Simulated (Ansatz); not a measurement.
F4Se, charge -1, doublet, at a GFN2-xTB geometry (a state made from the parent by changing its charge; the spin is typed, not shown lowest) (a gas-phase anion, which may not be bound at this level); B3LYP/pcseg-1 (Ansatz, an electronic-structure program).

Input for Ansatz:
Ansatz 0.2 input:
```yaml
crystal:
  periodic: [false, false, false]
  atoms:
    - {symbol: Se, position_ang: [-0.00025658, 0.00068499, 0.13242530]}
    - {symbol: F, position_ang: [1.14760667, 1.56826327, -0.13096069]}
    - {symbol: F, position_ang: [1.56915908, -1.14798236, -0.11609372]}
    - {symbol: F, position_ang: [-1.14712202, -1.56955714, -0.11917598]}
    - {symbol: F, position_ang: [-1.56867442, 1.14668849, -0.13404295]}
basis:
  gaussian:
    orbitals: pcseg-1.json
    point_charges:
      - {charge: -1.0, position_ang: [2.1164, 2.2663, -3.9246]}
hamiltonian:
  xc: b3lyp
total_charge: -1
magnetization: {spin_polarized: true, initial_magnetization: 1}
```
The basis file holds pcseg-1 in the JSON format of the Basis Set Exchange.

What the program printed (banner, timings and long lists left out):

```
Functional definition: B3LYP
747 factors; integrals over basis functions are off by at most 4.0e-4 eV
mean field evaluation 1: about -76202.7593 eV, gradient 2.9e1 eV
mean field evaluation 2: about -76191.5877 eV, gradient 6.4e1 eV
mean field evaluation 4: about -76206.5063 eV, gradient 1.9e0 eV
mean field evaluation 8: about -76206.6162 eV, gradient 8.3e-2 eV
mean field evaluation 16: about -76206.6163 eV, gradient 2.7e-4 eV
mean field -76206.61627893 eV, -2800.5414935510 hartree, gradient 6.8e-5 eV, S^2 0.752181; 0 other end points of the search recorded, 0 dependent functions left out
reference -76206.61645501 eV, -2800.5415000217 hartree; 36, 35 occupied and 47, 48 virtual orbitals, 747 factors
Total energy: -76206.61645501 eV, -2800.5415000217 hartree
```
